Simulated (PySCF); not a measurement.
Atom-mapped SMILES (the numbers label the heavy atoms): `[N:1]#[C:2][SiH2:3][C:4]#[N:5]` (H(Xn): hydrogen on atom n).

Geometry: PBE0-D3(BJ)/def2-SVP; GIAO shifts from PySCF, gas phase, non-relativistic, averaged over equivalent atoms.

At LDA/pcSseg-2 (215 basis functions, 27 s wall time on 1 thread of an Arm Neoverse N1, shared host):
```json
{"atoms": "N1/N5", "δ (ppm)": "393.2"}
{"atoms": "C2/C4", "δ (ppm)": "122.1"}
{"atoms": "Si3", "δ (ppm)": "-113.2"}
{"atoms": "H(Si3)", "δ (ppm)": "4.87"}
```

Scale: NH3 for 15N (σ = 266.68 ppm); 13C (σ = 180.28 ppm), 29Si (σ = 303.06 ppm), 1H (σ = 30.77 ppm) vs TMS (reference shieldings calculated alike).

Estimate the result of repeating the calculation with HF/pcSseg-2.

Results:


```
 atoms  δ at HF/pcSseg-2  change
 N1/N5             387.9    -5.3
 C2/C4             128.9    +6.8
   Si3             -89.3   +23.9
H(Si3)              4.28   -0.59
```

References, each an isolated molecule treated in the same way: 15N (σref 260.75) vs NH3; TMS for 13C (σref 191.47) and 29Si (σref 382.96) and 1H (σref 31.68).

The largest change is at Si3 (silicon bonded to 2 C, 2 H). Cost: 215 basis functions, 16 s wall time on 1 thread of an Arm Neoverse N1, shared host.

Experimental scales use liquid or dissolved standards, which lie at an offset from isolated NH3 (liquid NH3: subtract about 20 ppm). Unscaled 15N shifts of sp2 nitrogen come out 20 to 40 ppm too high even then.
